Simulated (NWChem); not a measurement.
Species: CH5ClO2Si; SMILES [SiH](O)(OC)Cl

```xyz
10

Si     0.5755     0.1060    -0.4030
O      1.9705     0.6333     0.2779
Cl    -1.0304     1.3082     0.1220
O      0.2565    -1.4067     0.1548
C     -0.9353    -2.1406     0.0594
H      0.7516     0.1883    -1.8667
H      2.0572     0.5448     1.2323
H     -1.0853    -2.5363    -0.9604
H     -0.8788    -2.9938     0.7515
H     -1.8137    -1.5293     0.3289
```
Atoms are numbered in this order, from 1.

Geometry: optimised at PBE0/def2-SVP. B3LYP is NWChem's, with the RPA form of VWN correlation.

### Question
Give the principal values of the shielding tensors (ppm) of Si1, O2, Cl3, O4, C5 from B3LYP/6-31G* (spherical d), GIAO (NWChem), with their diamagnetic and paramagnetic parts as GIAO splits them.

### Answer
| atom | σ11 | σ22 | σ33 | isotropic | diamagnetic | paramagnetic |
|---|---|---|---|---|---|---|
| Si1 | 417.3 | 423.9 | 462.7 | 434.6 | 882.1 | -447.4 |
| O2 | 233.2 | 266.9 | 304.6 | 268.2 | 391.8 | -123.5 |
| Cl3 | 792.6 | 849.0 | 1049.3 | 897.0 | 1148.3 | -251.4 |
| O4 | 232.2 | 288.7 | 335.9 | 285.6 | 392.2 | -106.6 |
| C5 | 117.3 | 120.2 | 186.4 | 141.3 | 247.5 | -106.2 |
